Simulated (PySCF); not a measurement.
arsenic trifluoride (AsF3), SMILES F[As](F)F. Atoms are numbered in the order given.

```xyz
4

F      1.2916    -0.7457    -0.4882
As     0.0000     0.0000     0.3994
F      0.0000     1.4914    -0.4882
F     -1.2916    -0.7457    -0.4882
```
Charge 0, spin multiplicity 1.

Geometry optimised at B3LYP-D3(BJ)/def2-SVP.

Two levels are set side by side: PBE/pcSseg-2 (PySCF) and PBE0/pcSseg-2 (PySCF). GIAO shifts against AsH3 (⁷⁵As), CFCl3 (¹⁹F) at the same level; non-relativistic, no solvent, atoms listed together averaged. Differences are taken from unrounded values.

```csv
quantity,PBE0
"δ(¹⁹F) of F1, F3, F4 (ppm)",-35.4
δ(⁷⁵As) of As2 (ppm),891.0
```

Question: What does PBE give, and how far is it from PBE0? (An estimate is asked for; the answer gives what the named calculation found.)

Answer: 
```
quantity                      PBE  PBE minus PBE0
--------------------------  -----  --------------
δ(¹⁹F) of F1, F3, F4 (ppm)  -37.9            -2.5
δ(⁷⁵As) of As2 (ppm)        963.0            72.0
```

Rough cost on one machine, each run with all the roots and properties that it gave: PBE0 against PBE within a factor of 2.
